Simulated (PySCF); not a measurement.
**Worked example: oscillator strength and radiative lifetime**

CH₁₃NSi₄, SMILES N[Si@@H](C[SiH3])[SiH2][SiH3].

Coordinates come from a ωB97X-D3(BJ)/def2-SVP optimisation. The structure was generated by enumeration; whether it is a known compound was not checked. Other conformers were not sampled.

TDA-PBE/def2-SVPD (PySCF) puts the first singlet state with f over 0.02 at 4.98 eV (vertical), with the transition dipole (-0.570, 0.343, -0.113) in atomic units.

Question: Find the oscillator strength, the wavelength and the radiative lifetime that this transition would have in vacuum if emission retraced absorption.

Answer: 
|μ|² = 0.4553 au, so |μ| = 1.72 D. ΔE = 4.98/27.211 = 0.1830 hartree. f = (2/3) ΔE |μ|² = 0.056 (the program prints 0.056).
λ = 1239.84/4.98 = 249 nm; ν = 40166 cm⁻¹.
Einstein's coefficient A = 0.6670 ν² f s⁻¹ (ν in cm⁻¹) = 6.0e7 s⁻¹, so τ = 1/A = 17 ns. This state is S1. The figure is the radiative limit of this one transition; relaxation, internal conversion, crossing to triplets and a medium change what is measured.
